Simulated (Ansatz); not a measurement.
Reaction (ligand exchange at the Si–C bond): `CC([SiH3])Br` + `[OH][Ga]([F])[Cl]` → `[F][Ga]([Cl])[O][SiH3]` + `CCBr`

Computed with Ansatz on PBE0-D4/def2-TZVP structures; ΔE is electronic, products minus reactants. CCSD(T)/CBS is the MP2 limit (def2-TZVPP, def2-QZVPP) plus CCSD(T) − MP2 in def2-TZVPP, frozen cores. Functionals use def2-TZVPP. HSE06 is defined as in plane-wave codes. For Br, Ga outer-core shells are correlated without core-valence functions, which leaves a few kJ/mol of doubt a bond. Scalar relativity is left out up to krypton. One conformer a species, not always the lowest.

`CC([SiH3])Br`:

Cartesian coordinates in Å:
```
C 1.274 0.346 -0.552
C 0.163 -0.608 -0.173
Si -1.394 0.223 0.495
Br 0.774 -1.841 1.230
H 1.564 0.975 0.292
H 0.933 1.000 -1.362
H 2.161 -0.189 -0.898
H -0.088 -1.264 -1.008
H -1.925 1.147 -0.548
H -1.040 1.007 1.705
H -2.421 -0.796 0.818
```

`[OH][Ga]([F])[Cl]`:

Z-matrix (Å, degrees):
```
Ga
O 1 1.761
Cl 1 2.115 2 124.1
F 1 1.733 2 117.4 3 180.0
H 2 0.961 1 113.2 3 0.0
```

`[F][Ga]([Cl])[O][SiH3]`:

Cartesian coordinates in Å:
```
F 1.509 -0.618 2.011
Ga -0.064 0.064 1.723
Cl -1.255 0.625 3.360
O -0.601 0.257 0.069
Si -0.021 -0.022 -1.444
H 0.349 -1.452 -1.607
H 1.176 0.819 -1.705
H -1.093 0.327 -2.407
```

`CCBr`:

Cartesian coordinates in Å:
```
C 0.767 -0.098 -0.238
C -0.587 0.135 0.379
Br -2.023 -0.207 -0.895
H 1.544 0.104 0.505
H 0.931 0.562 -1.092
H 0.876 -1.129 -0.576
H -0.726 1.165 0.700
H -0.782 -0.531 1.217
```

```csv
level,ΔE (kcal/mol)
B97M-V,-26.3
PBE0-D4,-23.7
HSE06-D4,-23.7
MP2/def2-QZVPP,-25.4
```

**Question.** What does CCSD(T)/CBS give? (An estimate is asked.)

**Answer.** The calculation gave: -25.3 kcal/mol. The listed levels differ from it by -1.0, 1.6, 1.6, -0.1 kcal/mol.

Largest T1 diagnostic among the species: 0.014.

From r2SCAN to r2SCAN0 (25 % exact exchange), in def2-TZVPP and without D4, ΔE moves by −1.0 kcal/mol. In def2-TZVPP, CCSD(T) changes the Hartree–Fock value by +7.5 kcal/mol (the triples alone add +1.1 kcal/mol) and MP2 by +7.7 kcal/mol. The D4 term adds +1.2 kcal/mol with B3LYP and +0.6 kcal/mol with PBE0; it sums over pairs of atoms, weighted by their polarisabilities, and B3LYP, whose exchange is more repulsive, gets the larger term.

CCSD(T)/CBS has its own doubt, a few kJ/mol and more with outer-core shells, so smaller differences from it don't rank the levels.

B3LYP here is the variant with VWN-RPA as its local correlation; programs differ in this.
